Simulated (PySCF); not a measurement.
Compound: C4H3FSe.
Atom-mapped SMILES: `[F:1][c:2]1[cH:3][cH:4][se:5][cH:6]1` (hydrogens: H7 on C3; H8 on C4; H9 on C6)

Computed by this run: LC-wPBE/def2-SVP geometry optimisation, gas phase (PySCF); density fitting, grid level 1; the optimiser is geomeTRIC in internal coordinates, started from a GFN2-xTB structure.

Step 0: E = -72235.7056 eV
```
atom  x, y, z in Å  |  force x, y, z in eV/Å
F1     -1.6433   -1.5492    0.0282    0.366   0.308  -0.006
C2     -0.7675   -0.5313    0.0020   -0.948  -0.008  -0.027
C3      0.6283   -0.7642    0.0532    0.200   0.376  -0.011
C4      1.3599    0.3769    0.0175   -0.612   0.246  -0.028
Se5     0.2999    1.8934   -0.0883    0.027  -0.477   0.024
C6     -1.1632    0.7655   -0.0736    0.665  -0.156   0.026
H7      1.0428   -1.7548    0.1139    0.257  -0.513   0.033
H8      2.4316    0.4497    0.0445    0.591   0.049   0.014
H9     -2.1752    1.1210   -0.1198   -0.547   0.175  -0.025
```

Step 1: E = -72235.7289 eV
```
atom  x, y, z in Å  |  force x, y, z in eV/Å
F1     -1.6331   -1.5485    0.0310   -0.114  -0.052  -0.008
C2     -0.7824   -0.5282    0.0011    0.200  -0.025   0.015
C3      0.6290   -0.7628    0.0531   -0.040  -0.066  -0.001
C4      1.3587    0.3797    0.0186    0.142  -0.047   0.000
Se5     0.3009    1.8778   -0.0896   -0.017   0.107   0.004
C6     -1.1665    0.7684   -0.0745   -0.159   0.040  -0.011
H7      1.0518   -1.7679    0.1113   -0.011   0.051   0.008
H8      2.4480    0.4545    0.0473   -0.086   0.008  -0.008
H9     -2.1930    1.1341   -0.1207    0.083  -0.016   0.001
```

Step 2: E = -72235.7293 eV
```
atom  x, y, z in Å  |  force x, y, z in eV/Å
F1     -1.6442   -1.5446    0.0277    0.028  -0.029   0.000
C2     -0.7807   -0.5322    0.0019    0.039   0.108  -0.002
C3      0.6305   -0.7639    0.0546   -0.040  -0.044  -0.013
C4      1.3596    0.3798    0.0171    0.000  -0.011   0.013
Se5     0.3000    1.8811   -0.0858   -0.007  -0.036  -0.009
C6     -1.1647    0.7659   -0.0741   -0.030   0.006   0.006
H7      1.0553   -1.7665    0.1152    0.014   0.002   0.003
H8      2.4464    0.4564    0.0428    0.001   0.003   0.002
H9     -2.1888    1.1311   -0.1217   -0.005   0.002   0.000
```

**Question.** Estimate the geometry and energy of step 3. (The exact step hangs on the optimiser's Hessian estimate; all steps are aligned on step 2, rigid shifts and turns removed.)

**Answer.** E = -72235.7297 eV, largest force 0.073 eV/Å
```
atom  x, y, z in Å  |  force x, y, z in eV/Å
F1     -1.6375   -1.5465    0.0271   -0.011   0.000   0.001
C2     -0.7795   -0.5287    0.0018   -0.022  -0.005  -0.002
C3      0.6303   -0.7655    0.0542   -0.023   0.054  -0.007
C4      1.3595    0.3781    0.0175   -0.027   0.014   0.001
Se5     0.2995    1.8803   -0.0874    0.018  -0.019   0.000
C6     -1.1678    0.7685   -0.0736    0.056  -0.046   0.005
H7      1.0545   -1.7679    0.1156    0.003  -0.009   0.001
H8      2.4457    0.4552    0.0434    0.025   0.008   0.002
H9     -2.1914    1.1335   -0.1209   -0.020   0.004  -0.002
```

The energy changes by -0.0005 eV. The first-order estimate −F·Δx gives -0.0009 eV and the mean of the old and new forces, exact on a quadratic surface, -0.0002 eV. The step makes an angle of 51° with the force vector and moves no atom by more than 0.007 Å.

What follows is the cost of the whole optimisation. Hardware: an Arm Neoverse V2 with one thread, no GPU (shared host). Cost: 37 s, 0.58 GiB resident at most.
